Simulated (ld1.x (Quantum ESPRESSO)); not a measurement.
titanium: one change to a TM potential, before and after

```json
{
  "Element": "titanium",
  "Generator": "ld1.x (Quantum ESPRESSO) 7.5",
  "Type": "norm-conserving Troullier–Martins (Kleinman–Bylander form)",
  "Functional": "PBEsol",
  "Relativity": "scalar-relativistic",
  "Frozen core": "[Ar]",
  "Valence charge": "4",
  "Reference configuration": "3d2 4s2 4p0",
  "Partial waves": "4s (bound): rc 2.25 bohr; 4p (bound, empty): rc 2.70 bohr; 3d (bound): rc 1.90 bohr",
  "Local potential": "the d channel",
  "Core correction": "Bessel-smoothed model core inside 2.00 bohr"
}
```

All-electron outer shells of the reference configuration (PBEsol, scalar-relativistic, ld1.x):

| shell | level (eV) | outermost node (bohr) | outermost maximum (bohr) |
| --- | --- | --- | --- |
| 3s | -62.45 | 0.40 | 0.87 |
| 3p | -38.77 | 0.37 | 0.90 |
| 4s | -4.48 | 1.24 | 2.92 |
| 3d | -4.27 | – | 0.98 |
| 4p | -1.45 | 1.39 | 3.80 |

Change: wave 3d (bound): rc 1.90 bohr becomes 3d (bound): rc 1.36 bohr.

Cutoffs: the cutoffs (Ry, on a coarse ladder) from which the occupation-weighted sum of valence levels, in a spherical-Bessel basis at the reference potential, stays within 10 and 1 mRy of its value at 400 Ry; they do not see the model core or the augmentation charge, which bear on the density cutoff. Errors are all-electron minus pseudo energies relative to the spin-unpolarised reference configuration.

Predict the effect on cutoff, ghosts and configuration errors.

The potential gets harder (55 Ry and 70 Ry → 90 Ry and 110 Ry); both files keep a bound ghost (p, s); of the 7 tests that both files solve, the error grows in 0 and shrinks in 2 by more than 15 % and 0.3 meV (median size 6.6 → 5.6 meV); the range in which the p phases agree narrows (upper end 2.5 → 0.6). A smaller radius makes the pseudo-wave follow the all-electron one further in, where it bends more sharply, so more plane waves are needed.

```csv
quantity,base,changed
"cutoff, loose",55 Ry,90 Ry
"cutoff, tight",70 Ry,110 Ry
loose cutoff by channel (10 mRy a level),"s 8 Ry, d 50 Ry","s 8 Ry, d 90 Ry"
bound ghosts,"s, p","s, p"
"error for 3d2 4s1 4p0, meV [ΔE 7.36 eV]",-3.1,-3.0
"error for 3d2 4s0 4p0, meV [ΔE 20.83 eV]",-35,-39
"error for 3d1 4s0 4p0, meV [ΔE 47.73 eV]",-439,-478
"error for 3d2 4s1.5 4p0, meV [ΔE 2.94 eV]",-0.6,-0.6
"error for 3d2 4s0 4p2, meV [ΔE 6.31 eV]",-6.6,-5.6
"error for 3d2 4s1 4p1, meV [ΔE 3.09 eV]",-1.3,-1.2
"error for 3d2 4s0 4p1, meV [ΔE 11.14 eV]",-8.4,-5.9
s: phases at 2.94 bohr within 0.05 rad from the reference energy up to (Ry; the scan ends near 5),1.3,0.7
p: phases at 2.94 bohr within 0.05 rad from the reference energy up to (Ry; the scan ends near 5),2.5,0.6
d: phases at 2.94 bohr within 0.05 rad from the reference energy up to (Ry; the scan ends near 5),0.9,1.4
```

Changed file: These tests converged, but a pseudo level misses the all-electron one widely, so the file describes the atom poorly there or has found another state: 3d1 4s0 4p0: empty 4s by 6.3 eV (a node warning on the way). A true bound ghost makes a file unfit for plane-wave use even where its test errors are small: the radial tests pick states by their node count and pass the ghost by.
